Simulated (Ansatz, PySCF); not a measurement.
System: BiI₂, charge 0, multiplicity 2. It need not be the lowest isomer of its formula. 
Structure (B3LYP-D3(BJ)/def2-TZVP (Ansatz, a program for electronic structure) minimum search):
```xyz
3

Bi     0.1121    -0.6263     0.7737
I      2.0549     0.8623    -0.6151
I     -2.2304     0.1185    -0.5965
```
Charge 0, spin multiplicity 2.

Property: vertical ionisation energy (to the singlet state of charge +1; each state is the SCF solution reached for its spin; for the singlet T1 is 0.031), in eV. Cores are frozen in the correlated levels unless marked. UHF or UKS for open shells. No spin-orbit coupling. The frozen core is the preceding noble-gas configuration, with the filled d and f shells of earlier blocks. In def2 rows, elements after Kr have scalar-relativistic effective core potentials. Basis-set limits of correlation are two-point, X^-3; Hartree-Fock from the larger set. The bracket is a focal-point correction in the basis named.

```csv
level,program,vertical ionisation energy (eV),minus last row
HF/def2-TZVPPD,Ansatz,7.86,0.04
HF/def2-QZVPPD,Ansatz,7.84,0.02
B3LYP/def2-TZVPD,Ansatz,7.76,-0.06
PBE0/def2-TZVPD,Ansatz,7.84,0.02
CAM-B3LYP/def2-TZVPD,Ansatz,8.02,0.20
wB97X-V/def2-TZVPD,Ansatz,8.04,0.22
B2PLYP/def2-TZVPD,Ansatz,7.69,-0.13
CCSD(T)/def2-TZVPPD,Ansatz,7.72,-0.10
"RI-MP2/CBS(def2-TZVPPD,def2-QZVPPD)+[CCSD(T)-MP2]/def2-SVPD",Ansatz,7.77,-0.05
"RI-MP2/CBS(def2-TZVPPD,def2-QZVPPD)+[CCSD(T)-MP2]/def2-TZVPPD",Ansatz,7.82,0.00
```

For comparison, minus the highest occupied orbital energy (PySCF): 7.37 eV at M06-2X/def2-TZVPD, 8.57 eV at HF/def2-TZVPD, 5.56 eV at TPSSh/def2-TZVPD.
